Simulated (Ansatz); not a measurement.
`[SH][Ga]([Br])[Br]`. Charge 0, multiplicity 1.

Q: What are the harmonic wavenumbers in cm⁻¹ at PBE0-D4/def2-TZVP (Ansatz, finite differences of forces, unscaled)? (Estimate.)

A: Computed: 85, 95, 118, 257, 276, 343, 435, 718, 2708.

Q: Is this a minimum?

A: Yes, all 9 modes are real.

Q: Give the ideal-gas thermochemistry at 298.15 K and 1 bar (rigid rotor, harmonic oscillator; point group Cs, symmetry number 1).

A: Zero-point energy 30.1 kJ/mol; H(298) − E = 50.2 kJ/mol; entropy 373.0 J/(mol·K), of which translation 178.3, rotation 127.6, vibration 67.0; G(298) − E = -61.0 kJ/mol. Modes under 100 cm⁻¹ are hindered rotations or soft bends, so the harmonic entropy is rough.

Q: Rotational constants (cm⁻¹)?

A: 0.05248, 0.02746, 0.01803.
